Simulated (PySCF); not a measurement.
Run record: geometry optimisation, `CC(C([SiH3])[SiH3])(C)C`.

Method: PBE0-D3(BJ)/def2-SVP geometry optimisation, gas phase (PySCF 2.14.0). Start geometry: GFN2-xTB. The input is one job of a driver script: a line of settings, then coordinates in Å.

Command:
```bash
OMP_NUM_THREADS=1 python probes_run.py task.json out
```

Input:
```
{"job": {"xc": "PBE0", "basis": "def2-SVP", "d3": "d3bj", "grid": 1, "shake": 0.01, "kind": "geom"}, "charge": 0, "multiplicity": 1}
C     -1.148430    -1.610770     0.141000
C     -0.706140    -0.132490     0.214620
C     -1.270770     0.626500    -1.000320
C     -1.259680     0.481780     1.490360
C      0.836670    -0.064960     0.256300
Si     1.746490    -1.161960    -1.000880
Si     1.592730     1.698680     0.189190
H     -0.876200    -2.025120    -0.820640
H     -0.727820    -2.170540     0.955450
H     -2.254760    -1.642840     0.243600
H     -1.046760     1.689490    -0.902180
H     -0.802340     0.259070    -1.906140
H     -2.358410     0.512610    -1.066080
H     -2.395730     0.410450     1.485290
H     -0.935180    -0.060510     2.373550
H     -1.026890     1.541830     1.599310
H      1.134440    -0.443950     1.245760
H      1.580100    -2.585740    -0.686020
H      1.277810    -0.931710    -2.362390
H      3.157970    -0.862640    -0.936120
H      2.969340     1.609270     0.591540
H      0.934220     2.627440     1.087530
H      1.527010     2.259610    -1.189890
```

Output:
```
step   0  E = -778.33732068  max force = 0.036142
step   1  E = -778.34398364  max force = 0.003890
step   2  E = -778.34450349  max force = 0.001718
step   3  E = -778.34473539  max force = 0.001268
step   4  E = -778.34492631  max force = 0.001389
step   5  E = -778.34507114  max force = 0.001398
step   6  E = -778.34512590  max force = 0.000704
step   7  E = -778.34514540  max force = 0.000249
step   8  E = -778.34515515  max force = 0.000347
optimisation converged
```

Energies in Eh; «max force» is the largest Cartesian gradient component in Eh/bohr.

Give the first gradient maximum in eV/Å.

With 1 Eh/bohr = 51.422 eV/Å, 1.858 eV/Å.

How much energy does the optimisation release, in kJ/mol?

E(step 0) − E(last step) = 0.007834 Eh, which is 20.6 kJ/mol.

In short: final energy -778.34516 Eh after 8 steps; dipole 1.30 D.

Where do the atoms end?

0.101 Å rms from the input after alignment:
```
atom  x, y, z in Å
C1    -1.2491   -1.5313    0.1027
C2    -0.7355   -0.0922    0.2166
C3    -1.2139    0.7045   -1.0005
C4    -1.3227    0.5270    1.4889
C5     0.8211   -0.0767    0.3050
Si6    1.7300   -1.2414   -0.8877
Si7    1.6476    1.6257    0.1541
H8    -0.9337   -2.0061   -0.8409
H9    -0.8820   -2.1545    0.9337
H10   -2.3501   -1.5526    0.1252
H11   -0.9436    1.7703   -0.9213
H12   -0.7816    0.3158   -1.9355
H13   -2.3103    0.6526   -1.0903
H14   -2.4236    0.5251    1.4500
H15   -1.0147   -0.0401    2.3820
H16   -0.9972    1.5695    1.6220
H17    1.1152   -0.4414    1.3089
H18    1.5946   -2.6778   -0.4955
H19    1.2365   -1.0852   -2.2910
H20    3.1875   -0.8999   -0.8741
H21    3.0170    1.5477    0.7485
H22    0.8932    2.7052    0.8646
H23    1.7899    2.0325   -1.2793
```

Hardware: an Intel Xeon 6975P-C with one thread, shared host with 192 logical CPUs at a one-minute load of 66. Cost: 1.7 min of wall time, 0.88 GiB resident at most.
Labels such as C1 count atoms from 1, the log's own numbers from 0.
